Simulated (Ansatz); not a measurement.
Single points on Mg₄Zn₂⁺.

```yaml
crystal:
  periodic: [false, false, false]
  atoms:
    - {symbol: Mg, position_ang: [4.490421, -0.216117, -0.885043]}
    - {symbol: Mg, position_ang: [-3.177542, 0.347403, 1.129308]}
    - {symbol: Mg, position_ang: [-1.437268, -0.598888, -1.437586]}
    - {symbol: Mg, position_ang: [1.529535, -0.066264, -0.284486]}
    - {symbol: Zn, position_ang: [-0.669292, -0.894811, 1.189787]}
    - {symbol: Zn, position_ang: [-0.735854, 1.428676, 0.288030]}
basis:
  gaussian: {orbitals: def2-SVP, initial_orbitals: start.molden}
total_charge: 1
magnetization: {spin_polarized: true, initial_magnetization: 1}
hamiltonian: {xc: pbe0}
scf: {omitted_lower_state_checks: [starts]}
output: {orbitals: {seedname: orbitals}}
```

The file start.molden holds the orbitals of an earlier run on this structure, at another level or in another basis.

```sh
$ ansatz run in.yaml --threads 4 --pin off --events-out ev --progress --plain --max-ram 4787MiB
```

Shortened log:

```
Functional definition: PBE0
1168 factors; integrals over basis functions are off by at most 3.9e-4 eV
mean field evaluation 1: about -118565.4232 eV, gradient 9.7e0 eV
mean field evaluation 2: about -118565.6463 eV, gradient 2.4e-1 eV
mean field evaluation 4: about -118566.0819 eV, gradient 1.9e-2 eV
mean field evaluation 8: about -118566.0820 eV, gradient 2.4e-5 eV
mean field -118566.08199251 eV, -4357.2231462478 hartree, gradient 6.5e-5 eV, S^2 0.802397; 0 other end points of the search recorded, 0 dependent functions left out
reference -118566.08203510 eV, -4357.2231478132 hartree; 54, 53 occupied and 80, 81 virtual orbitals, 1168 factors
Total energy: -118566.08203510 eV, -4357.2231478132 hartree
Checks for a lower state left out: starts
```

Hardware: 4 threads of Intel Xeon 6975P-C on a shared host. Wall time 5.5 s.

As the first input, with `gaussian: {orbitals: def2-TZVP, initial_orbitals: start.molden}`, `hamiltonian: {xc: {name: BHLYP}}` (abridged; 11 s):

```
Functional definition: BHLYP
mean field -118609.64396854 eV, -4358.8240193397 hartree, gradient 6.6e-5 eV, S^2 0.822818
Total energy: -118609.64415263 eV, -4358.8240261048 hartree
Checks for a lower state left out: starts
```

First input, but with `hamiltonian: {xc: pbe}` (abridged; 3.4 s):

```
Functional definition: PBE
mean field -118563.04870309 eV, -4357.1116749179 hartree, gradient 1.2e-5 eV, S^2 0.769723
Total energy: -118563.04876070 eV, -4357.1116770347 hartree
Checks for a lower state left out: starts
```

As the first input, with `gaussian: {orbitals: def2-TZVP, initial_orbitals: start.molden}`, `hamiltonian: {xc: hse06}` (abridged; 12 s):

```
Functional definition: HSE06
mean field -118586.92879332 eV, -4357.9892520471 hartree, gradient 1.7e-5 eV, S^2 0.793387
Total energy: -118586.92884476 eV, -4357.9892539375 hartree
Checks for a lower state left out: starts
```

The first input with `gaussian: {orbitals: def2-TZVP, initial_orbitals: start.molden}`, `hamiltonian: {xc: {name: B2PLYP}}`, `correlation: {frozen_orbitals: {Mg: 1, Zn: 9}}` and without the key `output` (abridged; 15 s):

```
Functional definition: B2PLYP
mean field -118574.44238540 eV, -4357.5303850196 hartree, gradient 3.3e-6 eV, S^2 0.852337
22 core orbitals not correlated: weight in the atoms' cores, before any rotation towards them, 1.000 or more for the frozen orbitals, at most 0.000 for the correlated occupied ones
second order -51.91436394 eV of doubles, -0.00000000 eV of singles
Total energy: -118588.45943515 eV, -4358.0455020968 hartree
Checks for a lower state left out: starts
```

As the first input, with `gaussian: {orbitals: STO-3G}`, `hamiltonian: {xc: hf}` (abridged; 13 s):

```
Functional definition: HF
mean field evaluation 16: about -117090.1750 eV, gradient 8.3e0 eV
mean field evaluation 32: about -117093.1130 eV, gradient 1.2e0 eV
mean field evaluation 64: about -117093.2418 eV, gradient 4.1e-3 eV
a density is far from that of the atoms, so the factors are made again for it
mean field evaluation 96: about -117093.2441 eV, gradient 1.0e-4 eV
mean field -117093.24406709 eV, -4303.0973508142 hartree, gradient 6.5e-6 eV, S^2 4.344558
Total energy: -117093.24406709 eV, -4303.0973508142 hartree
Checks for a lower state left out: starts
```

As the first input, with `gaussian: {orbitals: def2-TZVP, initial_orbitals: start.molden}`, `hamiltonian: {xc: r2scan}` (abridged; 14 s):

```
Functional definition: r2SCAN
mean field -118608.69906937 eV, -4358.7892949355 hartree, gradient 5.1e-5 eV, S^2 0.831358
Total energy: -118608.69909906 eV, -4358.7892960269 hartree
Checks for a lower state left out: starts
```

Geometry: r2SCAN/def2-SVP.

HSE06 is defined as in plane-wave codes, on full-range PBE exchange. Correlated methods freeze 22 core orbitals; core or outer-core shells of Mg are correlated, in sets that lack core-valence functions. At B2PLYP/def2-TZVP, HF/STO-3G, r2SCAN/def2-TZVP the charge 1 doublet is spin-contaminated (final ⟨S²⟩ up to 4.34, 0.75 for a pure state). The structure comes from a short search, and lower isomers may exist.
